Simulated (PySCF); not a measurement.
W(OH)3 (H3O3W), SMILES [OH][W]([OH])[OH] (connectivity only; charge and spin as stated), neutral, multiplicity 4.

Coordinates come from a B3LYP-D3(BJ)/def2-SVP optimisation. The multiplicity is an assumed one; other spin states were not compared. The def2 effective core potentials stand for the cores of W; spin–orbit coupling is left out. Other conformers were not sampled.

Two levels are set side by side: PBE/def2-TZVPD (PySCF) and M06-2X/def2-TZVPD (PySCF). Same geometry, gas phase. Differences are taken from unrounded values.

```tsv
quantity	PBE
α-spin orbital gap (eV)	3.00
β-spin orbital gap (eV)	4.47
dipole moment (D)	1.05
mean polarisability (bohr³)	62.8
```

Question: These are the PBE values. What does M06-2X give? (The exact figures need the calculation; the answer reports its results.)

Answer: 
```json
[
 {"quantity": "α-spin orbital gap (eV)", "M06-2X": "7.10", "PBE minus M06-2X": "-4.10"},
 {"quantity": "β-spin orbital gap (eV)", "M06-2X": "6.02", "PBE minus M06-2X": "-1.55"},
 {"quantity": "dipole moment (D)", "M06-2X": "1.13", "PBE minus M06-2X": "-0.08"},
 {"quantity": "mean polarisability (bohr³)", "M06-2X": "55.4", "PBE minus M06-2X": "7.4"}
]
```

PBE's more diffuse valence density responds more strongly to a field. Differences between two approximate levels are no errors against the true value.

Rough cost on one machine, each run with all the roots and properties that it gave: M06-2X against PBE within a factor of 2.
